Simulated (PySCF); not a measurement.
Nb: ionisation energy

Nb [Kr] 4d4 5s1 (6D) → Nb⁺ [Kr] 4d4 (5D), as a difference of total energies. All numbers are calculated (PySCF 2.14, the spin-free X2C one-electron Hamiltonian (Gaussian nucleus), in ANO-RCC-VTZP). Correlated levels: valence: [Kr] frozen; valence and next inner shell: [Ar] 3d10 frozen. The calculations carry no spin-orbit coupling.

```csv
method,ionisation energy (eV)
UHF,5.986
LDA,7.346
PBE,7.105
PBE0,6.879
B3LYP,6.925
M06-2X,6.741
M06-L,6.351
MP2 (valence),6.432
SCS-MP2 (valence),6.134
MP2 (valence and next inner shell),6.747
SCS-MP2 (valence and next inner shell),6.407
```

How much does correlation contribute at MP2 (valence and next inner shell)?

6.747 − (5.986) = 0.761 eV, measured against UHF.

A first-order spin-orbit estimate (lowest level to lowest level, LS coupling) adds -0.013 eV.

Errors of the correlated levels include the incompleteness of this basis and the frozen core.

For comparison: 6.759 eV (measured; NIST Atomic Spectra Database, ionization energies).
